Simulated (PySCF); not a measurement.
**Gas-phase thermal properties of Ge(OH)4**

Computed with PySCF (xtb for GFN2) and rigid-rotor harmonic-oscillator thermochemistry at 1 bar. 6-31G* has spherical d functions here. All species are closed-shell singlets. B3LYP is the form with VWN-RPA correlation. Ge: all electrons, no relativistic terms. Ge(OH)4: computed as isolated molecules; such fragments, hydroxides, amides, oligomers or adducts are transient or little studied in the gas. The harmonic model lacks anharmonicity and excited electronic states, which grow with temperature; levels with a mode under 35 cm⁻¹ are left out. Internal rotation in Ge(OH)4 is treated as a harmonic vibration of one conformer, which makes the entropy rough.

| level | point group | σ | ZPE (kJ/mol) | S°298 (J/mol/K) | Cp298 (J/mol/K) | S°1000 (J/mol/K) | H1000 − H298 (kJ/mol) |
|---|---|---|---|---|---|---|---|
| B3LYP/6-31G* | S4 | 2 | 143.3 | 351.9 | 120.1 | 531.6 | 107.6 |
| GFN2-xTB | S4 | 2 | 133.4 | 360.0 | 128.7 | 546.6 | 111.2 |
| HF/6-31G* | S4 | 2 | 155.0 | 344.9 | 116.1 | 521.3 | 105.8 |
| PBE/def2-SVP | S4 | 2 | 139.8 | 355.9 | 122.7 | 537.9 | 108.8 |
| PBE0/def2-TZVP | S4 | 2 | 146.0 | 352.3 | 120.3 | 532.3 | 107.7 |
σ: rotational symmetry number. Electronic degeneracy used: 1. Frequencies are unscaled.
